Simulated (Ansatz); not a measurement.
A single point on C2H7GeIn, SMILES `C=[C]([GeH3])[InH2]`.

```yaml
crystal:
  periodic: [false, false, false]
  atoms:
    - {symbol: C, position_ang: [-0.731452, 1.443081, -0.032862]}
    - {symbol: C, position_ang: [-0.145489, 0.242835, -0.071662]}
    - {symbol: Ge, position_ang: [0.736069, -0.441418, 1.516343]}
    - {symbol: In, position_ang: [-0.234118, -0.842227, -1.924375]}
    - {symbol: H, position_ang: [-0.738705, 2.067626, 0.862927]}
    - {symbol: H, position_ang: [-1.240680, 1.876774, -0.893989]}
    - {symbol: H, position_ang: [2.224688, -0.711699, 1.224518]}
    - {symbol: H, position_ang: [0.097579, -1.776056, 1.946760]}
    - {symbol: H, position_ang: [0.619133, 0.575440, 2.670366]}
    - {symbol: H, position_ang: [-1.070721, -0.035276, -3.202927]}
    - {symbol: H, position_ang: [0.483696, -2.399091, -2.095088]}
basis:
  gaussian: {orbitals: def2-QZVPP}
correlation: {method: mp2}
```

```sh
$ ansatz run in.yaml --threads 4 --pin off --events-out ev --progress --plain --max-ram 10444MiB
```

It prints (some lines left out):

```
Functional definition: HF
3027 factors; integrals over basis functions are off by at most 9.4e-4 eV
mean field evaluation 1: about -63790.5533 eV, gradient 3.4e1 eV
mean field evaluation 2: about -63790.6577 eV, gradient 3.4e1 eV
mean field evaluation 4: about -63794.2005 eV, gradient 4.4e0 eV
mean field evaluation 8: about -63794.2711 eV, gradient 2.9e-1 eV
mean field -63794.27152910 eV, -2344.3962373842 hartree, gradient 2.6e-6 eV, S^2 0.000000; 1 other end points of the search recorded, 0 dependent functions left out
15 core orbitals not correlated: weight in the atoms' cores, before any rotation towards them, 1.000 or more for the frozen orbitals, at most 0.000 for the correlated occupied ones
reference -63794.27152910 eV, -2344.3962373842 hartree; 21, 21 occupied and 459, 459 virtual orbitals, 3027 factors
second order -36.90077484 eV of doubles, -0.00000000 eV of singles
Total energy: -63831.17230394 eV, -2345.7523158474 hartree
```

Run time 26 s (4 threads of an AMD EPYC 7B13 on a shared host); peak host memory 3.3 GiB.
